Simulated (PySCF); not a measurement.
Compound: C3H10Si2.
Cartesian coordinates in Å at the PBE0-D3(BJ)/def2-SVP level; atoms count from 1:
```xyz
15
C3H10Si2 angstrom
C     -2.3440    0.4460    0.8181
Si    -1.1596    0.5813   -0.6360
C     -0.2946   -1.0583   -0.9544
C      0.9105   -1.4289   -0.4825
Si     2.0400   -0.4173    0.6313
H     -2.8763    1.3943    0.9888
H     -3.0926   -0.3407    0.6365
H     -1.7911    0.1876    1.7343
H     -1.9099    0.9615   -1.8743
H     -0.1290    1.6346   -0.3715
H     -0.8330   -1.7810   -1.5869
H      1.2834   -2.4265   -0.7599
H      2.9726   -1.3503    1.3345
H      1.2574    0.3348    1.6594
H      2.8578    0.5592   -0.1535
```

Computed with PySCF at CAM-B3LYP/def2-SVPD, non-relativistic, on one gas-phase PBE0-D3(BJ)/def2-SVP geometry that isn't relaxed in the solvent. The solvent is an IEF-PCM continuum (van der Waals radii × 1.2), and excitations are vertical TDDFT with non-equilibrium linear response and a frozen core. Specific hydrogen bonds and non-electrostatic terms are outside this model.

Gas-phase singlets (H = HOMO, L = LUMO):

| state | E (eV) | λ (nm) | f | leading configurations |
| --- | --- | --- | --- | --- |
| S1 | 5.760 | 215 | 0.005 | H-1→L 94% |
| S2 | 6.349 | 195 | 0.354 | H→L 95% |
| S3 | 7.295 | 170 | 0.010 | H→L+2 48%, H→L+1 45% |
| S4 | 7.457 | 166 | 0.002 | H-4→L 40%, H-6→L 34%, H-2→L 12% |
| S5 | 7.592 | 163 | 0.027 | H-2→L 82% |

Task: How does the list change in cyclohexane (ε = 2.017)?

Result: 
```json
{"state": "S1", "E (eV)": "5.737", "λ (nm)": "216", "f": "0.007", "leading configurations": "H-1→L 93%", "change by rank (eV)": "-0.023"}
{"state": "S2", "E (eV)": "6.235", "λ (nm)": "199", "f": "0.458", "leading configurations": "H→L 95%", "change by rank (eV)": "-0.114"}
{"state": "S3", "E (eV)": "7.296", "λ (nm)": "170", "f": "0.013", "leading configurations": "H→L+2 48%, H→L+1 45%", "change by rank (eV)": "+0.001"}
{"state": "S4", "E (eV)": "7.449", "λ (nm)": "166", "f": "0.004", "leading configurations": "H-4→L 40%, H-6→L 33%, H-2→L 14%", "change by rank (eV)": "-0.008"}
{"state": "S5", "E (eV)": "7.592", "λ (nm)": "163", "f": "0.037", "leading configurations": "H-2→L 80%", "change by rank (eV)": "0.000"}
```

Task: How do the frontier levels move from gas to cyclohexane?

Result: 
| orbital | gas (eV) | solvent (eV) | change (eV) | Löwdin shares, gas | Löwdin shares, solvent |
| --- | --- | --- | --- | --- | --- |
| LUMO+2 | 1.52 | 1.58 | +0.06 | Si5 20 %, C4 13 %, H14 10 %, C3 9 % | Si5 21 %, C4 13 %, H14 10 %, C3 9 % |
| LUMO+1 | 1.19 | 1.24 | +0.05 | Si5 30 %, Si2 14 %, C4 8 %, C1 7 % | Si5 32 %, Si2 14 %, C4 8 %, H13 6 % |
| LUMO | 0.04 | 0.10 | +0.06 | C4 29 %, C3 28 %, Si5 12 %, Si2 9 % | C4 29 %, C3 28 %, Si5 12 %, Si2 9 % |
| HOMO | -9.13 | -9.07 | +0.06 | C4 33 %, C3 32 %, Si5 7 %, C1 6 % | C4 33 %, C3 32 %, Si5 7 %, C1 7 % |
| HOMO-1 | -9.67 | -9.60 | +0.07 | C3 24 %, C4 21 %, Si2 13 %, Si5 12 % | C3 24 %, C4 21 %, Si2 13 %, Si5 12 % |
| HOMO-2 | -10.60 | -10.55 | +0.05 | Si2 29 %, H10 19 %, H9 15 %, Si5 10 % | Si2 29 %, H10 20 %, H9 15 %, Si5 10 % |
| HOMO-3 | -10.74 | -10.67 | +0.07 | C1 28 %, Si2 24 %, H9 14 %, Si5 6 % | C1 28 %, Si2 25 %, H9 14 %, Si5 6 % |

The HOMO–LUMO gap goes from 9.17 to 9.17 eV.
